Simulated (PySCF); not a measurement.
## Correlation energy of Br²⁺ (bromine, charge +2)

[Ar] 3d10 4s2 4p3, high-spin 4S determinant. All numbers are calculated (PySCF 2.14, scalar relativity through the core potential, in cc-pVTZ-PP with ECP10MDF (5s4p3d1f, 39 functions)). Frozen: 3s2 3p6 3d10; 5 electrons correlated.

MP2 pair energies summed by pair of shells (mhartree):

```json
{"pair": "4s-4p", "energy": "-52.99", "share (%)": "66.8"}
{"pair": "4p-4p", "energy": "-17.65", "share (%)": "22.3"}
{"pair": "4s-4s", "energy": "-8.67", "share (%)": "10.9"}
```

Total MP2 correlation energy: -79.31 mhartree.

Same-spin part -20.77 and opposite-spin part -58.54 mhartree; SCS-MP2 scales them by 1/3 and 6/5 to -77.17 mhartree.

```
  level  correlation energy (mhartree)
   CCSD                         -94.26
    (T)                          -2.34
CCSD(T)                         -96.60
```

Diagnostics: T1 = 0.0019, D1 = 0.0042, largest double amplitude 0.052.

Question: Is a single reference adequate?

Answer: Yes, within this model without spin-orbit coupling: T1 lies below 0.03 and no double amplitude reaches 0.07.
